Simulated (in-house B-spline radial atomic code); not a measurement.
Rb⁺. Computed with a B-spline radial atomic code. Model: non-relativistic spherical atom: semilocal Troullier-Martins pseudo-atom, one channel per l, against all electrons, high spin, G0W0 and RPA with empty states to l = 8, local potential for every l without a channel, a model core (radius 0 = none) keeps its share of the functional.

Without relativity these are model numbers for so heavy an element.

What the tables leave out is listed at the end.

The pseudopotential gives back the lowest level of each angular momentum of its own functional in the configuration it was made in; a second state of the same l is only approximately right. Exact exchange, RPA and GW see the smooth pseudo-orbitals and miss the exchange with the core, for which the functional's share stands in. The column with an uncorrelated core keeps all orbitals and exact exchange, and so separates missing core correlation from pseudisation. Only the three outermost levels and the lowest empty one were computed. RPA here is direct RPA, with no exchange kernel, and its energies carry an (l + 1/2)⁻⁴ tail. A hybrid on a potential with a model core restores only its own semilocal share of the core's exchange.

Command:
```bash
python run_psgw.py task.json out
```
Settings (lengths in bohr, energies in hartree):
```
Z                      37
electrons              36
configuration          [Ar] 3d10 4s2 4p6
generated_in           [Ar] 3d10 4s2 4p6
functional             pbe,pbe
core_shells            6
radius_factor          1.3
core_correction        False
```

Cost of the run: 15 s on 1 thread of Arm Neoverse V2 (shared host).

Given: made with PBE; model core radius 0 bohr; local radius 1.918 bohr; mean-field start PBE.

Valence shells of the generating configuration: 4s, 4p.

Channel: s 1.674, p 1.848, d 3.302 (radii in bohr).

Computed: largest level miss in the spin-unpolarised generating configuration 0 eV; valence RPA correlation energy all-electron orbitals -0.38562 hartree; all-electron RPA polarisability, core included 8.5489 bohr³; pseudo-atom RPA polarisability 8.586 bohr³.

| level | occupied | mean-field all-electron (eV) | mean-field pseudo minus all (eV) | G0W0 all-electron (eV) | G0W0 uncorrelated core minus all (eV) | G0W0 pseudo minus all (eV) | exchange self-energy all-electron (eV) | exchange self-energy pseudo (eV) |
| --- | --- | --- | --- | --- | --- | --- | --- | --- |
| 4p | 1 | -21.65 | 0 | -27.431 | 0.213 | 0.148 | -24.641 | -20.816 |
| 5s (empty) | 0 | -5.9248 | -0.063 | -3.9569 | 0.04 | -0.03 | -1.4361 | -0.93945 |

Question: What is the valence RPA correlation energy pseudo?

Answer: -0.39706 hartree.

Given: mean-field start PBE0.

Computed: valence RPA correlation energy pseudo -0.37102 hartree; all-electron RPA polarisability, core included 7.7281 bohr³; pseudo-atom RPA polarisability 7.7797 bohr³.

| level | occupied | mean-field all-electron (eV) | mean-field pseudo minus all (eV) | G0W0 all-electron (eV) | G0W0 uncorrelated core minus all (eV) | G0W0 pseudo minus all (eV) | exchange self-energy all-electron (eV) | exchange self-energy pseudo (eV) |
| --- | --- | --- | --- | --- | --- | --- | --- | --- |
| 4p | 1 | -23.384 | 0.041 | -27.611 | 0.211 | 0.149 | -24.595 | -20.841 |
| 5s (empty) | 0 | -5.2928 | -0.06 | -4.0155 | 0.034 | -0.03 | -1.2219 | -0.81641 |

Question: What is the valence RPA correlation energy all-electron orbitals?

Answer: -0.35961 hartree.

Given: mean-field start Hartree-Fock.

Computed: valence RPA correlation energy all-electron orbitals -0.30062 hartree; valence RPA correlation energy pseudo -0.31161 hartree; all-electron RPA polarisability, core included 6.2695 bohr³.

```json
{"level": "4p", "occupied": "1", "mean-field all-electron (eV)": "-27.445", "mean-field pseudo minus all (eV)": "0.055", "G0W0 all-electron (eV)": "-27.993", "G0W0 uncorrelated core minus all (eV)": "0.202", "G0W0 pseudo minus all (eV)": "0.223", "exchange self-energy all-electron (eV)": "-24.305", "exchange self-energy pseudo (eV)": "-20.821"}
{"level": "4s", "occupied": "1", "mean-field all-electron (eV)": "-46.843", "mean-field pseudo minus all (eV)": "0.04", "G0W0 all-electron (eV)": "-44.191", "G0W0 uncorrelated core minus all (eV)": "0.214", "G0W0 pseudo minus all (eV)": "0.302", "exchange self-energy all-electron (eV)": "-31.789", "exchange self-energy pseudo (eV)": "-26.936"}
{"level": "5s (empty)", "occupied": "0", "mean-field all-electron (eV)": "-3.7334", "mean-field pseudo minus all (eV)": "-0.029", "G0W0 all-electron (eV)": "-4.0385", "G0W0 uncorrelated core minus all (eV)": "0.016", "G0W0 pseudo minus all (eV)": "-0.028", "exchange self-energy all-electron (eV)": "-0.59332", "exchange self-energy pseudo (eV)": "-0.41813"}
```

Question: What is the pseudo-atom RPA polarisability?

Answer: 6.2753 bohr³.

Among the listed levels the largest G0W0 shift of the pseudo-atom is +0.30 eV, for 4s on the Hartree-Fock start, while leaving the core uncorrelated moves that level by +0.21 eV. The rest, +0.09 eV, comes from pseudisation and the lost core exchange. Not in the tables (levels of low weight, unsolved or above zero; the highest and the empty levels are kept at any weight): on PBE the G0W0 levels 4s (pseudo minus all +0.18 eV, weights 0.38 and 0.36); on PBE0 the G0W0 levels 4s (pseudo minus all +0.13 eV, weights 0.15 and 0.22).
